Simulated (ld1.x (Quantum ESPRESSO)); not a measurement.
u(r) = r·R(r): atom against pseudo-atom (Zn (Z = 30))

Columns: radius, all-electron u(r) and pseudo u(r) of the 4s shell (level -14.19 eV) of zinc in the configuration [Ar] 3d10 4s1 4p0; BP86, scalar-relativistic, TM semilocal scheme, ld1.x (Quantum ESPRESSO) 7.5.

| r (bohr) | all-electron | pseudo |
| --- | --- | --- |
| 0.138 | -0.1848 | -0.0303 |
| 0.275 | 0.0130 | -0.0622 |
| 0.413 | 0.2645 | -0.0978 |
| 0.550 | 0.3046 | -0.1384 |
| 0.688 | 0.1948 | -0.1866 |
| 0.825 | 0.0249 | -0.2432 |
| 0.963 | -0.1532 | -0.3095 |
| 1.100 | -0.3117 | -0.3834 |
| 1.238 | -0.4433 | -0.4623 |
| 1.375 | -0.5445 | -0.5393 |
| 1.513 | -0.6188 | -0.6080 |
| 1.650 | -0.6685 | -0.6608 |
| 1.788 | -0.6981 | -0.6949 |
| 1.925 | -0.7108 | -0.7101 |
| 2.062 | -0.7101 | -0.7100 |
| 2.200 | -0.6985 | -0.6985 |
| 2.338 | -0.6787 | -0.6787 |
| 2.475 | -0.6529 | -0.6529 |
| 2.613 | -0.6225 | -0.6225 |
| 2.750 | -0.5893 | -0.5893 |
| 2.888 | -0.5541 | -0.5541 |
| 3.025 | -0.5182 | -0.5182 |
| 3.162 | -0.4823 | -0.4823 |
| 3.300 | -0.4466 | -0.4466 |
| 3.438 | -0.4119 | -0.4119 |
| 3.575 | -0.3787 | -0.3787 |

(1) How many radial nodes do the two functions have?

(2) At about which radius was the pseudo-wave matched?

(3) Is the pseudo-wave norm-conserving?

Results:

(1) The all-electron 4s function has n − l − 1 = 3 (the table is too coarse to show those close to the nucleus); the pseudo-wave has 0, since the states of the same l below it are removed with the core.

(2) 2.20 bohr. The columns agree to 0.0005 from 2.06 bohr on; several derivatives are matched, so the curves merge somewhat inside the radius.

(3) Yes: the TM semilocal scheme keeps the norm inside the radius equal to the all-electron one, which fixes the energy derivative of the logarithmic derivative at the level.
